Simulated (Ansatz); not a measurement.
Reaction (cleavage of the B–B bond): `CB([SiH3])BS` + H₂S → `SBS` + `CB[SiH3]`

Computed with Ansatz on PBE0-D4/def2-TZVP structures; ΔE is electronic, products minus reactants. CCSD(T)/CBS adds triple-zeta CCSD(T) − MP2 to the extrapolated MP2 energy (def2 sets, frozen cores). This one scheme is used for every species. Functionals use def2-TZVPP. B3LYP here is the variant with VWN-RPA as its local correlation; programs differ in this. Each species was taken in one conformer, which may not be the lowest.

| level | ΔE (kJ/mol) |
| --- | --- |
| PBE-D4 | -66.6 |
| PBE0-D4 | -68.9 |
| B3LYP-D4 | -68.9 |
| r2SCAN | -72.4 |
| MP2/def2-TZVPP | -78.2 |
| CCSD(T)/def2-TZVPP | -71.5 |
| MP2/def2-QZVPP | -77.9 |
| MP2/CBS(def2) | -78.1 |

Question: What does CCSD(T)/CBS give? (Best estimate.)

Answer: Computed: -71.4 kJ/mol. The listed levels differ from it by 4.8, 2.5, 2.5, -1.0, -6.8, -0.1, -6.5, -6.7 kJ/mol.

Largest T1 diagnostic among the species: 0.014.

The D4 term adds +5.2 kJ/mol with B3LYP and +3.6 kJ/mol with PBE0; it sums over pairs of atoms, weighted by their polarisabilities, and B3LYP, whose exchange is more repulsive, gets the larger term.
